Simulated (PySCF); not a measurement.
**Unknown compound**

Molecular formula: C4H7NSi. Simulated spectra:

¹H NMR (400 MHz, computed): δ 4.03 (s, 3H), 1.24 (m, 2H), 0.81 (m, 2H).

¹³C{¹H} NMR (computed): δ 128.0 (C), 15.4 (CH2, 2C), -10.3 (C).

PySCF calculation with geometry from GFN2-xTB and shielding tensors at PBE0/pcSseg-1 (GIAO); one computed conformer, in vacuum, non-relativistic Hamiltonian, fast rotation and ring inversion assumed for equivalent nuclei.

References, each an isolated molecule treated in the same way: TMS for ¹H, ¹³C.

Which of these isomers gave the spectra?
A. N#CC[SiH]1CC1
B. N#CC1([SiH3])CC1
C. C=CC[SiH2]C#N
D. CC#C/C=N/[SiH3]

Answers

B. 

- Rings plus π bonds: 3 (1 ring in the answer).
- 3 carbon signals for 4 carbons: some carbons are equivalent by symmetry or fast rotation.
- Carbon types of the structure: 2 × C, 2 × CH2, leaving 3 H on heteroatoms.
- δC 128.0: nitrile carbon; typical of a nitrile.
- δC 15.4, -10.3: three-membered-ring carbon; carbons of three-membered rings are unusually shielded.
- δH 4.03: hydrogen on a silicon bonded to C.
- δH 1.24, 0.81: hydrogen on a three-membered-ring carbon; cyclopropane-type protons are shielded by the ring.

The others: N#CC[SiH]1CC1 would give 4 signals for carbon-bound and other non-exchanging H, not 3; CC#C/C=N/[SiH3] would give 4 carbon signals, not 3; C=CC[SiH2]C#N would give 4 carbon signals, not 3.

Shifts are as computed. Against solution values, carbons near 30 ppm lie about +3 ppm off and those near 130 ppm about +5 ppm (rms about the fit 2.1 ppm; single classes can miss by 10 ppm). Of 1328 compounds with measured shifts, 309 miss one by over three times the rms of a fit or turn the order of signals round; such compounds aren't used in these exercises. Signals without a measured value on file couldn't be tested in this way; 1H shifts scatter by 0.2 ppm about their fit, and single ones miss by 0.5 ppm. Multiplicities follow the n + 1 count of equivalent neighbours, as no J values were calculated; m marks all less simple cases, F and P coupling included.
